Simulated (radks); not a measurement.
Question: The mean radii <r> (bohr) of the occupied orbitals of an atom or ion are listed with their occupations. All-electron calculation, Dirac Kohn-Sham, PBE, spin-unpolarised, spherical densities, finite nucleus; Fermi nuclear charge, rms radius of each element as measured or else 0.836 A^(1/3) + 0.57 fm. Program: a radial shooting solver on a logarithmic mesh with Libxc functionals.

| orbital | occ. | <r> |
|---|---|---|
| 1s1/2 | 2 | 0.01867 |
| 2s1/2 | 2 | 0.07835 |
| 2p1/2 | 2 | 0.06487 |
| 2p3/2 | 4 | 0.07271 |
| 3s1/2 | 2 | 0.2043 |
| 3p1/2 | 2 | 0.1942 |
| 3p3/2 | 4 | 0.2088 |
| 3d3/2 | 4 | 0.1829 |
| 3d5/2 | 6 | 0.1874 |
| 4s1/2 | 2 | 0.4587 |
| 4p1/2 | 2 | 0.4645 |
| 4p3/2 | 4 | 0.4976 |
| 4d3/2 | 4 | 0.5165 |
| 4d5/2 | 6 | 0.5280 |
| 5s1/2 | 2 | 1.085 |
| 5p1/2 | 2 | 1.184 |
| 5p3/2 | 4 | 1.272 |
| 4f5/2 | 6 | 0.6266 |
| 4f7/2 | 8 | 0.6364 |

Name the element and its charge. Open shells, if any, are shared by 2j + 1.

Answer: Z = 73, tantalum, charge +5: Ta5+ in [Xe] 4f14. The 1s radius gives Z: for a bare nucleus <r> = (2 gamma + 1)/(2Z) with gamma = sqrt(1 - (Z/c)^2), 0.01844 bohr for Z = 73, and screening makes it slightly larger (0.01867 here). The occupations add up to 68, and the charge is Z minus that.
